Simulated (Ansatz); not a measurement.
Cost and result for the atomization energy of C3H7AlOSi (`C#C[SiH](O)[AlH][CH3]`) (13 atoms, 12 bonds).

| atom | x (Å) | y (Å) | z (Å) |
| --- | --- | --- | --- |
| C1 | 2.547 | -1.043 | 0.617 |
| C2 | 1.849 | -0.380 | -0.112 |
| Si3 | 0.707 | 0.603 | -1.164 |
| O4 | 1.106 | 2.211 | -1.095 |
| Al5 | -1.607 | 0.383 | -0.325 |
| C6 | -1.948 | -0.782 | 1.201 |
| H7 | 3.168 | -1.628 | 1.257 |
| H8 | 0.930 | 0.074 | -2.545 |
| H9 | 2.003 | 2.448 | -1.337 |
| H10 | -2.779 | 1.185 | -1.046 |
| H11 | -1.592 | -1.797 | 0.995 |
| H12 | -3.002 | -0.837 | 1.482 |
| H13 | -1.380 | -0.436 | 2.072 |

Total charge 0; spin multiplicity 1. The structure was optimised at the PBE0-D4/def2-TZVP level. It is one conformer, not always the lowest. Program: Ansatz. All runs use 4 threads of an Arm Neoverse V2 on a shared host. Times are those of one run each, without the atoms' runs, and a repeat can differ threefold. Electronic energies, without spin–orbit coupling; frozen cores. CCSD(T)/CBS adds CCSD(T) − MP2 in def2-TZVPP to the MP2 limit, and its time is that of the two runs behind it. T1 = 0.012. B3LYP takes the VWN-RPA correlation (the form of Gaussian; ORCA's B3LYP/G).

CCSD(T)/CBS is a level of theory with its own doubt, some kJ/mol a heavy atom from the limit and from the frozen cores, so smaller differences don't rank the functionals.

| level | functions | wall time | atomization (kJ/mol) | difference from CCSD(T)/CBS | per bond |
| --- | --- | --- | --- | --- | --- |
| PBE-D4/def2-TZVPP (with forces) | 306 | 3.3 s | 4949.3 | 63.2 | 5.3 |
| PBE0-D4/def2-TZVPP | 306 | 4.3 s | 4867.4 | -18.7 | -1.6 |
| r2SCAN-D4/def2-TZVPP (with forces) | 306 | 6.5 s | 4888.4 | 2.3 | 0.2 |
| B3LYP-D4/def2-TZVPP (with forces) | 306 | 7 s | 4867.0 | -19.1 | -1.6 |
| B2PLYP/def2-TZVPP | 306 | 8.5 s | 4827.2 | -58.9 | -4.9 |
| ωB97X-V/def2-TZVPP | 306 | 11 s | 4883.2 | -2.9 | -0.2 |
| ωB97M-V/def2-TZVPP (with forces) | 306 | 16 s | 4884.0 | -2.1 | -0.2 |
| MP2/def2-QZVPP | 578 | 34 s | 4923.2 | 37.1 | 3.1 |
| CCSD(T)/def2-TZVPP | 306 | 16 min | 4754.7 | -131.4 | -11.0 |
| CCSD(T)/CBS(def2) | – | 16 min | 4886.1 | 0.0 | 0.0 |

From PBE to PBE0 (25 % exact exchange), in def2-TZVPP and without D4, the atomization energy moves by −78.2 kJ/mol: exact exchange takes away binding that semilocal exchange gives to molecules. In def2-TZVPP, CCSD(T) changes the Hartree–Fock value by +1168.2 kJ/mol (the triples alone add +75.5 kJ/mol) and MP2 by +1258.6 kJ/mol; breaking electron pairs costs correlation energy, which Hartree–Fock lacks. The D4 term adds +44.1 kJ/mol with B3LYP and +23.7 kJ/mol with PBE0; it sums over pairs of atoms, weighted by their polarisabilities, and B3LYP, whose exchange is more repulsive, gets the larger term.
